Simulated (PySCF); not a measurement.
CH₄O₂, SMILES OCO. Atoms are numbered in the order given.

```xyz
7

O     -1.1681    -0.0942    -0.2468
C      0.0000     0.0000     0.5307
O      1.1681     0.0942    -0.2468
H     -1.2434     0.7093    -0.7760
H      0.0018     0.8948     1.1580
H     -0.0018    -0.8948     1.1580
H      1.2434    -0.7093    -0.7760
```

Geometry optimised at B3LYP-D3(BJ)/def2-TZVP. Other conformers were not sampled.

Two levels are set side by side: PBE/pcJ-1 (PySCF) and PBE0/pcJ-1 (PySCF). One-bond couplings, all four terms, same geometry. Isotopes: 13C, 17O, 1H. Differences are taken from unrounded values.

```
quantity         PBE0    PBE  PBE minus PBE0
--------------  -----  -----  --------------
¹J(C2,H5) (Hz)  158.6  153.2            -5.4
¹J(C2,H6) (Hz)  158.6  153.2            -5.4
```

Rough cost on one machine, each run with all the roots and properties that it gave: PBE0 against PBE within a factor of 2.
